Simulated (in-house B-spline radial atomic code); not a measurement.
Configurations of Zn4+, with energies counted from [Ar] 3d8. Method: non-relativistic SCAN, spin-polarised, spherical fractional occupations, point nucleus. Calculated with an all-electron radial atomic-structure program (B-spline basis). Shells without spins written out take the highest spin.

Occupations are held fixed; configurations that lie above the ionisation limit could autoionise.

```csv
configuration,E - E(ref) (eV),highest orbital,its <r> (bohr)
[Ar] 3d7 4p1,36.127,4p up,2.02
[Ar] 3d7 4d1,51.384,4d up,2.577
[Ar] 3d7 4f1,62.467,4f up,3.457
"[Ne] 3s2 3p(2 up, 3 down) 3d(4 up, 5 down)",76.016,3d up,0.7738
[Ne] 3s2 3p5 3d8 4d1,128.06,4d up,2.574
"[Ne] 3s2 3p(2 up, 3 down) 3d(5 up, 3 down) 4d(1 up, 0 down)",131.79,4d up,2.579
```

Question: Order these further configurations by energy, lowest first.
A. [Ar] 3d7 4s1
B. [Ne] 3s2 3p5 3d8 4p1
C. [Ne] 3s2 3p(2 up, 3 down) 3d(5 up, 3 down) 4p(0 up, 1 down)
D. [Ne] 3s2 3p5 3d8 4f1
E. [Ne] 3s2 3p5 3d8 4s1

Answer: A (25.378 eV), E (101.97 eV), B (112.74 eV), C (116.92 eV), D (139.17 eV).

Question: How far above the reference does [Ar] 3d(2 up, 5 down) 4d(1 up, 0 down) lie?

Answer: 51.922 eV; its least bound orbital is 4d up with <r> = 2.627 bohr.
